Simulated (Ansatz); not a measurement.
Ansatz (a quantum-chemistry and plane-wave program) input:

Ansatz 0.2 input:
```yaml
crystal:
  periodic: [false, false, false]
  atoms:
    - {symbol: C, position_ang: [-1.67357070, -0.97084829, 0.45329201]}
    - {symbol: C, position_ang: [-1.79093813, 0.52435135, 0.40956587]}
    - {symbol: C, position_ang: [-0.59534498, 1.10576306, 0.09115353]}
    - {symbol: C, position_ang: [0.39670578, 0.12882511, -0.10255537]}
    - {symbol: C, position_ang: [-0.18831254, -1.24855369, 0.10604027]}
    - {symbol: C, position_ang: [1.73028032, 0.36702457, -0.43789477]}
    - {symbol: N, position_ang: [2.84318715, 0.54050552, -0.71652297]}
    - {symbol: H, position_ang: [-2.35535046, -1.44563253, -0.25852550]}
    - {symbol: H, position_ang: [-1.94335982, -1.36367643, 1.43809035]}
    - {symbol: H, position_ang: [-2.70892873, 1.05852060, 0.60667891]}
    - {symbol: H, position_ang: [-0.41931400, 2.16762561, -0.00288616]}
    - {symbol: H, position_ang: [0.33217853, -1.77883239, 0.90697659]}
    - {symbol: H, position_ang: [-0.08045402, -1.86091618, -0.79228271]}
basis:
  gaussian:
    orbitals: def2-TZVP
hamiltonian:
  xc: b3lyp
  dispersion: d3bj
magnetization: {spin_polarized: true, initial_magnetization: 1}
phonons: {temperatures: {t_min: 298.15, t_max: 298.15, t_step: 100}}
```

What final total energy does it print?

-287.06943 Eh (B3LYP-D3(BJ)/def2-TZVP). The basis has 253 functions.

It need not be the lowest isomer of its formula.
